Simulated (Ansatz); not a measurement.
Geometry optimisation, RKS revPBE-D4/6-31G* in Ansatz.

Input file:

```yaml
crystal:
  periodic: [false, false, false]
  atoms:
    - { symbol: "N", position_ang: [0.82918, 0.76958, -1.32281] }
    - { symbol: C, position_ang: [-0.0623, 0.62308, -0.38674] }
    - { symbol: Si, position_ang: [0.01773, -0.46587, 1.09151] }
    - { symbol: F, position_ang: [1.65372, -0.93305, 1.2007] }
    - { symbol: H, position_ang: [1.46037, -0.04324, -1.3463] }
    - { symbol: H, position_ang: [-0.72096, 1.50467, -0.31931] }
    - { symbol: H, position_ang: [0.01751, 0.41961, 2.29102] }
total_charge: -1
basis:
  gaussian: { orbitals: "6-31G*" }
hamiltonian:
  xc: revpbe
  dispersion: d4
relax:
  f_tol: 0.015
  max_steps: 40
```

Launched with:

```bash
$ ansatz run input.yaml --threads 1 --pin off --max-ram 2048MiB --backend cpu --events-out ev --progress --plain --runs-dir out
```

Problem. Where does it end, and by what steps?

Solution. The run converged. Limits of this set-up: an anion without diffuse functions, the dipole of an ion depends on the origin. After 9 steps the energy has fallen by 0.612 eV; H5 moved furthest, 0.32 Å.

```
step  energy less start (eV)  largest force component (eV/Å)  accepted
   0                  0.0000                           2.704       yes
   1                 -0.4739                           2.230       yes
   2                 -0.5637                           0.887       yes
   3                 -0.5982                           0.190       yes
   4                 -0.6037                           0.212       yes
   5                 -0.6103                           0.112       yes
   6                 -0.6111                           0.060       yes
   7                 -0.6116                           0.020       yes
   8                 -0.6117                           0.023       yes
   9                 -0.6117                           0.008       yes
```

```xyz
7
Properties=species:S:1:pos:R:3
N 0.830 0.754 -1.308
C -0.023 0.700 -0.318
Si -0.035 -0.546 1.169
F 1.577 -1.099 0.944
H 1.573 0.062 -1.065
H -0.897 1.393 -0.433
H 0.170 0.611 2.220
```

Whether the end is a true minimum wasn't checked by a vibrational analysis.

The run took 24 s on 1 CPU thread of a shared host.
